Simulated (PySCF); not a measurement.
C3H7NSi, SMILES N(C=C=C)[SiH3]. Heavy atoms are numbered as in [CH2:1]=[C:2]=[CH:3][NH:4][SiH3:5]. Hydrogens are named by the atom that carries them.

Geometry optimised at ωB97X-D3(BJ)/def2-SVP. The structure was generated by enumeration, and PubChem lists no compound with its InChIKey, so it may never have been made. One conformer was computed; it need not be the lowest.

All values below come from PBE/pcSseg-1 run with PySCF.

GIAO shieldings, no solvent; atoms alike by connectivity are averaged. δ = σ(ref) − σ: ¹³C against TMS (σ = 182.0 ppm); ¹⁵N against NH3 (σ = 267.0 ppm); ²⁹Si against TMS (σ = 335.4 ppm); ¹H against TMS (σ = 31.49 ppm), references at their B3LYP-D3(BJ)/def2-TZVP geometries, non-relativistic.

```tsv
nucleus	atoms	count	δ (ppm)
¹³C	C2	1	221.8
¹³C	C3 (CH)	1	111.0
¹³C	C1 (CH2)	1	96.7
¹⁵N	N4 (NH)	1	44.3
²⁹Si	Si5 (SiH3)	1	-61.5
¹H	H on C3	1	6.71
¹H	H on C1	2	6.20
¹H	H on Si5	3	4.93
¹H	H on N4	1	1.43
```
